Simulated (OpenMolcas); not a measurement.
# Mo4+ in tetrahedral coordination: ligands and hosts compared

```json
{
  "Program": "OpenMolcas 26.06",
  "Method": "CASSCF",
  "Active space": "2 electrons in 5 orbitals (4d)",
  "Spin-orbit coupling": "RASSI with atomic mean-field integrals over the reference wave functions"
}
```

Distances were set from a Shannon-type radius of the metal (high-spin where two are listed) plus a fixed donor radius (S 1.78, Br 1.91, Cl 1.76 Å). Anionic complexes are neutralised by point charges, and hosts are embedded clusters. Ligand basis ANO-RCC-VDZP. States (labels of Td). Energies in cm-1 above the lowest state or level, χT in cm3 K/mol.

```json
{"Ligand or host": "S", "R (Å)": "2.3", "Metal basis": "ANO-RCC-VTZP", "Outer charge (e at Å behind ligand)": "1 at 2.4", "Ground state": "3A2", "First state of that spin": "3T2 6243", "First gap with spin-orbit (degeneracies)": "6009 (3, 2)", "χT at 300 K": "0.790", "First state of another spin": "1E 8251"}
{"Ligand or host": "Br", "R (Å)": "2.43", "Metal basis": "ANO-RCC-VTZP", "Outer charge (e at Å behind ligand)": "", "Ground state": "3A2", "First state of that spin": "3T2 9561", "First gap with spin-orbit (degeneracies)": "8858 (3, 2)", "χT at 300 K": "0.877", "First state of another spin": "1E 9518"}
{"Ligand or host": "Cl", "R (Å)": "2.28", "Metal basis": "ANO-RCC-VDZP", "Outer charge (e at Å behind ligand)": "", "Ground state": "3A2", "First state of that spin": "3T2 10691", "First gap with spin-orbit (degeneracies)": "9058 (3, 2)", "χT at 300 K": "0.868", "First state of another spin": "1E 9454"}
```

The rows also differ in their metal basis and outer charges, so part of each step comes from that.

The first state of the same spin rises in the order S < Br < Cl, by a factor of 1.71 from first to last.

Without dynamic correlation the repulsion within the d shell is too large (B by tens of per cent), so at a given field states of lower spin stand too high. With metal d orbitals alone the field can be off either way by tens of per cent. Ligand-to-metal charge-transfer states are missing. With no ligand orbital active B as a rule stays too high, so bands that hang on it stand too high and its fall with covalency is understated. The least metal-like active orbital is 66 % on the metal (Löwdin) and no ligand orbital is active, so the numbers are rough (holds for S). The sulfide ions are held by bare point charges, a crude embedding (holds for S). The least metal-like active orbital is 69 % on the metal (Löwdin) and no ligand orbital is active, so the numbers are rough (holds for Br). The least metal-like active orbital is 70 % on the metal (Löwdin) and no ligand orbital is active, so the numbers are rough (holds for Cl). No measured value stands beside these numbers; the geometry was imposed, not optimised, and the real ion may take another.
